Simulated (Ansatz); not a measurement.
Isolated molecules relaxed with PBE0-D4/def2-TZVP in Ansatz; ΔE leaves out vibrations. CBS: MP2 limit from def2 TZ/QZ plus the TZ coupled-cluster correction, frozen cores. This one scheme is used for every species. DFT in def2-TZVPP. HSE06 is defined as in plane-wave codes. One conformer a species, not always the lowest.

Consider the redistribution: `FB(F)O[SiH3]` + `O[SiH](F)F` → `OB(F)F` + `F[SiH](F)O[SiH3]`.

| level | ΔE (kJ/mol) | difference from CCSD(T)/CBS |
| --- | --- | --- |
| LDA (SPW92) | -14.2 | 2.7 |
| r2SCANh-D4 | -16.6 | 0.3 |
| CAM-B3LYP-D4 | -17.3 | -0.4 |
| ωB97M-V | -15.7 | 1.2 |
| PBE | -14.4 | 2.5 |
| PBE0 | -15.9 | 1.0 |
| HSE06 | -15.9 | 1.0 |
| BHLYP | -17.2 | -0.3 |
| CCSD(T)/def2-TZVPP | -17.0 | -0.1 |
| CCSD/CBS(def2) | -17.4 | -0.5 |
| CCSD(T)/CBS | -16.9 | 0 |

Largest T1 diagnostic among the species: 0.012.

Leaving LDA and LC-ωPBE aside and taking each functional with its dispersion term where it has one, the values, not all of them listed here, spread over 3.9 kJ/mol, from BHLYP-D4 to PBE-D4.
